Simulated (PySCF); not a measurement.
NICS in isomers of C4H7PSSi.

Probes without a nucleus sit at each ring's centroid and 1 Å off its mean plane on both sides; NICS is minus the shielding there, NICSzz its component along the normal. Level: GIAO PBE0/pcSseg-1 (PySCF, non-relativistic, gas phase) on the GFN2-xTB geometries, one conformer each. Atom numbers follow the mapped SMILES.

Problem. Order these rings by mean NICS(1)zz, lowest (most negative) first (ppm).
A. ring C2–C3–S4–C5–P7 in `[CH3:1][c:2]1[cH:3][s:4][c:5]([SiH3:6])[p:7]1`
B. ring C2–P3–C4–C5–S7 in `[CH3:1][c:2]1[p:3][cH:4][c:5]([SiH3:6])[s:7]1`
C. ring C3–C4–C5–C6–S7 in `[PH2:1][SiH2:2][c:3]1[cH:4][cH:5][cH:6][s:7]1`

Solution. C (-28.1), A (-25.6), B (-24.2).

| SMILES | ring | NICS(0) | NICS(1) | NICS(1)zz | HOMA | rms pucker (Å) | ring atoms with four or more neighbours |
| --- | --- | --- | --- | --- | --- | --- | --- |
| P[SiH2]c1cccs1 | 5-membered ring with S; formal bonds all aromatic | -12.6 | -11.8 | -28.1 | 0.80 | 0.00 | 0 |
| Cc1csc([SiH3])p1 | 5-membered ring with P and S; formal bonds all aromatic | -11.0 | -11.3 | -25.6 | 0.70 | 0.00 | 0 |
| Cc1pcc([SiH3])s1 | 5-membered ring with P and S; formal bonds all aromatic | -10.4 | -10.8 | -24.2 | 0.73 | 0.00 | 0 |

NICS(0) gives the same order. The isotropic NICS(1) gives the same order. HOMA uses Krygowski's 1993 parameters. NICS(1) and NICS(1)zz are means over the two faces.
